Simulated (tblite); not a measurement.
Compound: C₄H₉NOSi.
Z-matrix (Å and degrees, GFN2-xTB geometry), rows numbered from 1:
```
O 
C   1  1.2102
N   2  1.3333  1  121.98
C   3  1.4449  2  125.28  1   178.91
C   4  1.5271  3  106.41  2   155.55
C   5  1.5308  4  107.55  3    41.36
Si  3  1.7575  2  119.05  1    -0.73
H   2  1.1062  1  122.80  3  -179.75
H   4  1.0935  3  110.52  2    33.91
H   4  1.0971  3  109.47  2   -85.34
H   5  1.0907  4  110.73  3   164.27
H   5  1.0914  4  108.75  3   -76.80
H   6  1.0868  5  110.84  4  -162.64
H   6  1.0902  5  109.71  4    79.57
H   7  1.4580  3  110.72  2    65.18
H   7  1.4586  3  109.76  2   -62.78
```

Level: GFN2-xTB in tblite, geometry and Hessian alike; calculated harmonic values, unscaled, isolated species. Against measured fundamentals such values can be off by several per cent, at times by over 20. Modes of hydrogen on silicon can be 10 to 20 % off. One conformer, not necessarily the lowest.

Harmonic wavenumbers (cm⁻¹): 81.3, 126.0, 181.1, 256.3, 266.3, 369.5, 478.6, 518.8, 554.9, 638.7, 647.8, 690.0, 713.3, 766.4, 796.2, 881.3, 933.6, 965.2, 989.2, 1078.5, 1123.0, 1144.5, 1196.5, 1215.4, 1270.7, 1305.4, 1328.4, 1347.6, 1404.2, 1479.0, 1481.9, 1494.2, 1730.2, 2309.1, 2318.7, 2770.0, 2901.7, 2954.7, 2977.0, 2990.9, 2991.8, 3030.3.

A = 4106, B = 1840, C = 1344 MHz; mass 115.045 u (most abundant isotopes); point group C1, symmetry number 1.

Q: Zero-point energy?

A: ½Σν̃ = 27349 cm⁻¹ = 327.17 kJ/mol.

Q: Entropy at 298.15 K, 1 bar (ideal gas, RRHO, classical rotation)?

A: Translation 168.04, rotation 116.53, vibration 75.94: S = 360.5 J/(mol K).

Q: And Cp and H(298.15 K) − H(0)?

A: Cp = 130.57 J/(mol K), of which vibrations give 97.31 (their classical limit is 42 R = 349.2); H(298.15 K) − H(0) = 23.02 kJ/mol without the zero-point energy, 13.11 from vibrations.

Q: How do the functions run with temperature in this model?

A: 
```
 T (K)  S (J/(mol K))  Cp (J/(mol K))  H − H(0) (kJ/mol)  G − H(0) (kJ/mol)  ln q(vib)
    50          229.5            43.5               1.82              -9.65       0.13
   100          264.8            59.9               4.42             -22.06       0.68
373.15          392.8           158.0              33.86            -112.72       5.21
   500          444.8           198.0              56.53            -165.88       7.61
   750          536.5           253.9             113.55            -288.85      12.41
  1000          614.9           290.0             181.85            -433.03      17.02
```

q(vib) and H(0) count from the zero-point level.

Q: What must be added to the electronic energy to get the Gibbs energy at 298.15 K and 1 bar?

A: ZPE + [H(298.15 K) − H(0)] − T·S = 327.17 + 23.02 − 107.48 = 242.71 kJ/mol.

Hindered rotation and anharmonicity are outside this model. Other conformers, if any are populated, would add a mixing term that is left out. The structure is chiral; the term R ln 2 for an equal mix with its mirror image is left out.
